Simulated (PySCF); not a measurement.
**Excitation energy of Sr by level of theory**

Sr [Kr] 5s2 (1S) → Sr [Kr] 4d1 5s1 (3D), as a difference of total energies. All numbers are calculated (PySCF 2.14, scalar relativity by spin-free X2C-1e, in aug-cc-pVDZ-X2C (7s6p4d, 45 functions)). Correlated levels: valence: [Kr] frozen. The calculations carry no spin-orbit coupling.

```json
{"method": "UHF", "excitation energy (eV)": "1.894"}
{"method": "PBE", "excitation energy (eV)": "1.682"}
{"method": "PBE0", "excitation energy (eV)": "1.765"}
{"method": "r2SCAN", "excitation energy (eV)": "1.451"}
{"method": "wB97M-V", "excitation energy (eV)": "2.222"}
{"method": "M06-2X", "excitation energy (eV)": "2.359"}
{"method": "wB97X", "excitation energy (eV)": "2.510"}
{"method": "MP2 (valence)", "excitation energy (eV)": "2.311"}
{"method": "SCS-MP2 (valence)", "excitation energy (eV)": "2.412"}
```

Q: Estimate what LC-wPBE gives.

A: 1.880 eV, closest to UHF among the rows shown.

Q: Estimate what LDA gives.

A: 1.822 eV, closest to PBE0 among the rows shown.

Errors of the correlated levels include the incompleteness of this basis and the frozen core.

For comparison: 2.263 eV (measured; NIST levels, between the centres of gravity of the two terms).
